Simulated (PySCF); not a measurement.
A species of formula C5H7F3O has this rotational fingerprint, computed with B3LYP/def2-SVPD in PySCF (dipole) on a GFN2-xTB geometry, gas phase:

- Rotational constants: A = 2421, B = 1181, C = 953.1 MHz
- Dipole components: |μa| = 0.72 D, |μb| = 0.79 D, |μc| = 0.19 D
- Inertial defect: -106.58 u·Å²
- κ: -0.69

Question: Which candidate fits, each taken in the one conformer that was computed?
A. `[F:1][CH:2]([F:3])[C@H:4]([F:5])[CH:6]1[CH2:7][O:8][CH2:9]1` with F1–C2–C4–F5 -154°, C2–C4–C6–C7 -70°
B. `[F:1][CH2:2][C@@H:3]1[CH2:4][O:5][C@@H:6]1[CH:7]([F:8])[F:9]` with F1–C2–C3–C4 -89°, O5–C6–C7–F8 179°
C. `[CH2:1]=[CH:2][C@H:3]([CH2:4][OH:5])[C:6]([F:7])([F:8])[F:9]` with C1–C2–C3–C4 -119°, C2–C3–C4–O5 60°, C3–C4–O5–H 62°

Answer: A. It is FC(F)[C@H](F)C1COC1, an asymmetric top, point group C1. The candidates at the same level (rigid rotor, commonest isotopes):

```json
{"SMILES": "FC[C@@H]1CO[C@@H]1C(F)F", "A (MHz)": "2053", "B (MHz)": "1337", "C (MHz)": "994.5", "μa (D)": "0.57", "μb (D)": "0.89", "μc (D)": "0.93", "Δ (u·Å²)": "-115.86", "point group": "C1", "rotor": "asymmetric top"}
{"SMILES": "C=C[C@H](CO)C(F)(F)F", "A (MHz)": "2052", "B (MHz)": "1306", "C (MHz)": "968.1", "μa (D)": "1.37", "μb (D)": "0.25", "μc (D)": "1.37", "Δ (u·Å²)": "-111.05", "point group": "C1", "rotor": "asymmetric top"}
{"SMILES": "FC(F)[C@H](F)C1COC1", "A (MHz)": "2421", "B (MHz)": "1181", "C (MHz)": "953.1", "μa (D)": "0.72", "μb (D)": "0.79", "μc (D)": "0.19", "Δ (u·Å²)": "-106.58", "point group": "C1", "rotor": "asymmetric top"}
```

`C=C[C@H](CO)C(F)(F)F` has A 15 % too low; `FC[C@@H]1CO[C@@H]1C(F)F` has A 15 % too low. No structure here is proved a minimum.
